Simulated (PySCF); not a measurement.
## Si⁺ (silicon, charge +1) across methods

[Ne] 3s2 3p1, 2P determinant. Calculation: PySCF 2.14, in aug-cc-pV(5+d)Z (8s7p6d4f3g2h, 136 functions); no relativity, point nucleus. The B2PLYP total includes its PT2 part (frozen core); its orbital energies are those of the SCF part.

```tsv
method	E (hartree)	mean ε 3s α (eV)	mean ε 3s β (eV)	mean ε 3p α (eV)	Σ⟨r²⟩ (bohr²)	⟨S²⟩
PBE	-288.9314	-19.262	-18.375	-12.203	19.76	0.755
LDA	-287.9158	-19.363	-18.518	-12.083	19.76	0.752
UHF	-288.57818	-24.076	-21.668	-16.225	20.06	0.767
PBE0	-288.9563	-20.660	-19.473	-13.345	19.75	0.756
B2PLYP	-288.9688	-21.886	-20.362	-14.291	19.86	0.758
r2SCANh	-289.0443	-20.040	-18.928	-12.989	19.76	0.761
CAM-B3LYP	-289.0889	-22.141	-20.940	-14.563	19.77	0.755
r2SCAN	-289.0448	-19.523	-18.517	-12.576	19.76	0.761
```
